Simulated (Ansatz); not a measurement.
Species: YOCl (charge 0, singlet). SMILES: [Cl][Y]=[O]
Coordinates optimised at B3LYP-D3(BJ)/def2-TZVP (Ansatz, a first-principles code):
```xyz
3

Y      0.4451     0.3154    -0.2408
O     -0.5412     1.5481    -1.1308
Cl    -0.7665    -1.4521     1.0847
```
Charge 0, spin multiplicity 1.

Wanted: atomisation energy, in kcal/mol. Set-up: UHF or UKS for open shells; def2 sets with scalar-relativistic core potentials past Kr; spin-orbit terms left out; atomisation electronic, to ground-state atoms; six Cartesian d functions in 6-31G* and its kin unless marked 5d; LANL2DZ with its own core potentials from Na on; no dispersion term unless named. First-principles rows: single points at B3LYP-D3(BJ) geometries (Ansatz).

```json
[
 {"species": "[O]=[Y][Cl]", "coefficient": "-1", "E at B3LYP/6-31G* with LANL2DZ past Ar (Ansatz), Eh": "-573.46394", "E at PBE/def2-TZVPD (Ansatz), Eh": "-573.64767"},
 {"species": "Cl atom", "coefficient": "+1", "E at B3LYP/6-31G* with LANL2DZ past Ar (Ansatz), Eh": "-460.13624", "E at PBE/def2-TZVPD (Ansatz), Eh": "-459.95933"},
 {"species": "O atom", "coefficient": "+1", "E at B3LYP/6-31G* with LANL2DZ past Ar (Ansatz), Eh": "-75.06062", "E at PBE/def2-TZVPD (Ansatz), Eh": "-75.01069"},
 {"species": "Y atom", "coefficient": "+1", "E at B3LYP/6-31G* with LANL2DZ past Ar (Ansatz), Eh": "-37.84804", "E at PBE/def2-TZVPD (Ansatz), Eh": "-38.22045"}
]
```

 1 Eh = 627.5095 kcal/mol.

### Question
Compute it at each level from the table.

### Answer

- B3LYP/6-31G* with LANL2DZ past Ar: the sum of coefficient times E is 0.41904 Eh, or 262.95 kcal/mol. Result: 263.0 kcal/mol.
- PBE/def2-TZVPD: the sum of coefficient times E is 0.45720 Eh, or 286.90 kcal/mol. Result: 286.9 kcal/mol.
